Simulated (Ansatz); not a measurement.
Cost and result up the ladder for fac-FeF3(NH3)3 (FeN3F3H9) (16 atoms). Total charge 0; sextet. Geometry: PBE-D4/def2-SVP.

```csv
atom,x (Å),y (Å),z (Å)
F1,1.359,-0.316,-1.882
F2,1.981,1.017,0.728
F3,1.226,-1.882,0.669
Fe4,0.846,-0.219,-0.090
N5,-0.242,0.026,1.894
N6,-0.912,-1.410,-0.910
N7,-0.099,1.707,-0.851
H8,0.431,0.701,2.282
H9,0.003,-0.905,2.257
H10,-1.197,0.277,2.176
H11,-1.933,-1.307,-0.893
H12,-0.636,-2.296,-0.465
H13,-0.573,-1.429,-1.882
H14,0.563,2.335,-0.374
H15,-1.042,2.111,-0.839
H16,0.225,1.589,-1.821
```

Ansatz on 4 threads of INTEL XEON PLATINUM 8581C on a shared host. Times are rough, and most runs start from the orbitals of an earlier one. ωB97X-V/def2-TZVP serves as the yardstick here, not as an exact answer. Differences are given only for rows in sets of like size (and for xTB, whose basis is part of the method), since another set adds its own error. Binding counts from free atoms at the same level (F doublet, Fe quintet, N quartet, H doublet; other spins of the atoms weren't run), without zero-point energy or a counterpoise term.

Correlated methods freeze 11 core orbitals; core or outer-core shells of Fe are correlated, in sets that lack core-valence functions. No other spin state of charge 0 was run. Another isomer (sextet) lies 0.04 eV lower at PBE0-D4/def2-TZVP; other spin states weren't run for this one.

Correlated methods converge slowly with the basis.

| level | functions | wall time | binding energy per atom (eV) | difference from ωB97X-V/def2-TZVP (eV) |
| --- | --- | --- | --- | --- |
| PBE-D4/def2-SVP | 160 | 2 s | 3.58 | – |
| PBE0-D4/def2-SVP | 160 | 2.9 s | 3.43 | – |
| revPBE-D4/def2-TZVP | 285 | 3.5 s | 3.43 | -0.03 |
| PBE-D4/def2-TZVP (with forces) | 285 | 3.8 s | 3.53 | 0.08 |
| r2SCAN-D4/def2-TZVP | 285 | 6.5 s | 3.47 | 0.01 |
| MP2/def2-TZVP | 285 | 8 s | 3.33 | -0.12 |
| PBE0-D4/def2-TZVP | 285 | 8.5 s | 3.42 | -0.04 |
| r2SCAN0-D4/def2-TZVP | 285 | 11 s | 3.37 | -0.09 |
| ωB97X-V/def2-TZVP | 285 | 13 s | 3.46 | 0.00 |
